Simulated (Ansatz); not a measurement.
Start from `O/C=C(/F)Cl` and change one atom or group (the configuration at the double bond changes too) to get `B/C=C(\F)Cl`.

Ansatz, PBE0-D4/def2-TZVP geometries, multiplicity 1. Each molecule was computed in one conformer, which needn't be the lowest.

```
                                      property  `O/C=C(/F)Cl`
           HOMO–LUMO gap (PBE/def2-TZVPP) / eV           5.00
          HOMO–LUMO gap (PBE0/def2-TZVPP) / eV           7.28
zero-point energy (PBE0-D4/def2-TZVP) / kJ/mol          106.6
         HOMO energy (ωB97M-V/def2-TZVPP) / eV          -8.99
             LUMO energy (PBE/def2-TZVPP) / eV          -0.47
            LUMO energy (PBE0/def2-TZVPP) / eV           0.51
```

What does the change do to each property? (An estimate is asked.)

Computed: 
| property | `B/C=C(\F)Cl` | shift |
| --- | --- | --- |
| HOMO–LUMO gap (PBE/def2-TZVPP) / eV | 3.87 | -1.13 |
| HOMO–LUMO gap (PBE0/def2-TZVPP) / eV | 5.88 | -1.40 |
| zero-point energy (PBE0-D4/def2-TZVP) / kJ/mol | 123.1 | 16.5 |
| HOMO energy (ωB97M-V/def2-TZVPP) / eV | -10.32 | -1.33 |
| LUMO energy (PBE/def2-TZVPP) / eV | -3.20 | -2.73 |
| LUMO energy (PBE0/def2-TZVPP) / eV | -2.30 | -2.81 |

With PBE0 the HOMO falls by 1.41 eV and the LUMO falls by 2.81 eV, so the gap narrows by about 1.40 eV. PBE moves the HOMO by -1.60 eV and ωB97M-V by -1.33 eV. The zero-point energy changes by 16.5 kJ/mol with +3 modes.
